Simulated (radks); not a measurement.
Au59+, configuration [Ar] 3d2.

Calculated with a radial shooting solver on a logarithmic mesh with Libxc functionals: scalar-relativistic Kohn-Sham, PBE, spin-polarised, spherical densities, finite nucleus; open shells are filled with parallel spins first (spin-orbit coupling, left out, can overturn this in heavy ions); Fermi nuclear charge, rms radius 5.4371 fm.

Energy parts (eV):
| part | energy |
|---|---|
| total | -420246.44 |
| kinetic | 479962.43 |
| electron-nucleus | -944821.32 |
| Hartree | 50183.85 |
| exchange-correlation | -5571.40 |

Orbitals (lengths in bohr, moments of r in powers of bohr; <r^-3> diverges for s and p1/2; r(90%) holds 90 % of the orbital's charge):
| orbital | occ. | eigenvalue (eV) | <r> | <r^-3> | r(90%) | <1/r> |
|---|---|---|---|---|---|---|
| 1s up | 1 | -85061.59 | 0.01687 | - | 0.0308 | 95.71 |
| 1s down | 1 | -85061.45 | 0.01687 | - | 0.0308 | 95.71 |
| 2s up | 1 | -18468.12 | 0.07066 | - | 0.110 | 22.60 |
| 2s down | 1 | -18455.90 | 0.07063 | - | 0.110 | 22.61 |
| 2p up | 3 | -16560.30 | 0.06371 | 25820 | 0.104 | 20.10 |
| 2p down | 3 | -16550.48 | 0.06367 | 25860 | 0.104 | 20.11 |
| 3s up | 1 | -7087.333 | 0.1738 | - | 0.253 | 8.912 |
| 3s down | 1 | -7073.392 | 0.1740 | - | 0.253 | 8.898 |
| 3p up | 3 | -6527.745 | 0.1724 | 6844 | 0.256 | 8.187 |
| 3p down | 3 | -6513.635 | 0.1726 | 6817 | 0.256 | 8.173 |
| 3d up | 2 | -6029.058 | 0.1532 | 874.4 | 0.234 | 7.713 |
| 3d down | 0 | -6010.839 | 0.1534 | 872.6 | 0.234 | 7.705 |
| 4s up | 0 | -3679.578 | 0.3302 | - | 0.465 | 4.614 |
| 4s down | 0 | -3674.507 | 0.3305 | - | 0.466 | 4.608 |
| 4p up | 0 | -3456.137 | 0.3350 | 2625 | 0.476 | 4.325 |
| 4p down | 0 | -3451.077 | 0.3354 | 2617 | 0.477 | 4.319 |

The highest occupied level is 3d up at -6029.1 eV. Spin moment in Bohr magnetons: 2. The density falls to 0.001 e/bohr^3 at r = 0.55 bohr.
